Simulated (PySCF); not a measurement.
Two-component Hartree-Fock for Hf⁴²⁺ (hafnium, charge +42)

Start: [Ar] 3d10 4s2. Calculated with PySCF 2.14 in an uncontracted even-tempered set (18 s from 2.2 bohr⁻², ratio 2.6; 15 p from 2.9 bohr⁻², ratio 2.6; 10 d from 2.9 bohr⁻², ratio 2.6; 6 f from 3 bohr⁻², ratio 2.8): generalised Hartree-Fock with the X2C-1e Hamiltonian and a Gaussian nucleus; spin-orbit coupling (SO) screened by Boettger's factors.

```
spinor shell  electrons  ε, screened SO (eV)  weight of nominal j (screened SO)  rms radius, screened SO (bohr)
       1s1/2          2             -67702.1                              1.000                          0.0215
       2s1/2          2             -13356.6                              1.000                          0.0867
       2p1/2          2             -12832.6                              1.000                          0.0738
       2p3/2          4             -11630.7                              1.000                          0.0810
       3s1/2          2              -4539.0                              1.000                           0.219
       3p1/2          2              -4308.5                              1.000                           0.210
       3d3/2          4              -3664.1                              1.000                           0.196
       3d5/2          6              -3604.6                              1.000                           0.200
       4s1/2          2              -2157.2                              1.000                           0.442
```

(1) Where does 3p3/2 lie, and what is the 3p spin-orbit splitting (screened SO)?

```tsv
quantity	screened SO
E (hartree)	-13930.09373
M_J	0
⟨J²⟩	0.000
⟨L²⟩	0.054
⟨S²⟩	0.054
```

Breit and QED terms are absent; they matter most for the inner s and p1/2 levels.

Densities and radii are taken from the X2C orbitals without a picture-change correction, which distorts them close to the nucleus.

Results:

(1) At -4035.6 eV, 272.94 eV above 3p1/2.
